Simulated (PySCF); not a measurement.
**Spin states of GaTe**

Unrestricted PBE0; Ga aug-cc-pVDZ-PP with ECP10, Te aug-cc-pVDZ-PP with ECP28; scalar-relativistic core potentials (PySCF 2.14). Outer shells of the fragments: Ga 3d10 4s2 4p1; Te 4d10 5s2 5p4.

Followed along the bond (rough minima from three points):

```csv
2Ms+1,unpaired,⟨S²⟩ at the start,R at minimum (Å),Te (eV)
2,σ ↑,0.76,2.43,0.00
2,π ↑,0.75,2.69,0.01
4,"σ ↑, π ↑↑",3.76,2.73,2.41
```

Solutions found at the starting distance of 2.525 Å, counted from the lowest of them; the search is not exhaustive and high or unbound solutions are not listed, so other states can lie among these:

```
2Ms+1   unpaired   term  E (eV)  ⟨S²⟩  ⟨Lz²⟩  μ (D)
    2        σ ↑    ²Σ⁺    0.00  0.76   0.00  -3.12
    2        π ↑     ²Π    0.05  0.75   1.01  -1.16
    4  σ ↑, π ↑↑  mixed    2.43  3.76   2.01   0.44
    4  σ ↑, π ↑↑  mixed    2.64  3.76   2.01   0.40
    2  σ ↑, π ↑↓  mixed    2.84  1.76   2.01   0.28
    2  σ ↑, π ↑↓  mixed    3.00  1.76   2.01   0.70
    2        π ↑     ²Π    3.45  0.78   1.01  -1.75
    4      π ↑↑↑     ⁴Π    3.48  3.76   1.01   3.59
    4  σ ↑↑, π ↑     ⁴Π    4.55  3.75   1.01   0.83
    4  σ ↑, π ↑↑    ⁴Σ⁻    5.34  3.75   0.00  -0.93
```

A term symbol is given only where ⟨S²⟩ and ⟨Lz²⟩ are close to those of a pure state; real π, δ and φ orbitals otherwise mix terms. A positive dipole means Ga(−)Te(+).

Spin–orbit coupling is left out. Counting both spins, an empty level lies below a filled one in some of these solutions, because spin and occupation are held.
